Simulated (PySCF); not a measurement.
# Steps of a relaxation of BiI3

BiI3 (singlet; a saddle point, relaxed within its symmetry). PySCF 2.14.0, RKS r2SCAN, Bi def2-SVP with ECP60, I def2-SVP with ECP28; non-relativistic Hamiltonian with scalar-relativistic core potentials where named; density fitting; no spin-orbit coupling. Origin of the start: template. Columns: position (Å) and force (eV/Å). Energies are counted from the last step; some of the 16 steps are shown. Forces carry noise of the integration grid, about 0.01 to 0.03 eV/Å.

Run from Python with OMP_NUM_THREADS=2. Where DIIS fails, smearing, a level shift and second-order steps follow.
It took 110 s on 2 threads of Arm Neoverse V1 (shared host), from the converged density of the start.

```xyz
4
step 0  E = 0.326 eV
Bi   -0.6044    0.0000    0.0000     0.27    0.00    0.00
I    -0.6044    0.0000    2.8086    -0.24    0.00    1.31
I    -0.6044    0.0000   -2.8086    -0.24    0.00   -1.31
I     2.2042    0.0000    0.0000     0.21    0.00    0.00
```

```xyz
4
step 5  E = 0.057 eV
Bi   -0.3630    0.0000    0.0000    -0.02    0.00    0.00
I    -0.8427    0.0000    2.9378    -0.01    0.00   -0.24
I    -0.8427    0.0000   -2.9378    -0.01    0.00    0.24
I     2.4394    0.0000    0.0000     0.04    0.00    0.00
```

```xyz
4
step 10  E = 0.021 eV
Bi   -0.0697    0.0000    0.0000    -0.05    0.00    0.00
I    -1.1623    0.0000    2.7273     0.02    0.00   -0.11
I    -1.1623    0.0000   -2.7273     0.02    0.00    0.12
I     2.7853    0.0000    0.0000     0.02    0.00    0.00
```

Task: Where does the relaxation end?

Result: It converges at step 15 in nearly D3h:
```xyz
4
step 15  E = 0
Bi    0.0859    0.0000    0.0000
I    -1.3398    0.0000    2.5275
I    -1.3398    0.0000   -2.5275
I     2.9846    0.0000    0.0000
```

Task: How did the contacts change?

Result: 
| contact | start (Å) | end (Å) |
| --- | --- | --- |
| Bi1–I2 (I) | 2.809 | 2.902 |
| Bi1–I3 (I) | 2.809 | 2.902 |
| Bi1–I4 (I) | 2.809 | 2.899 |
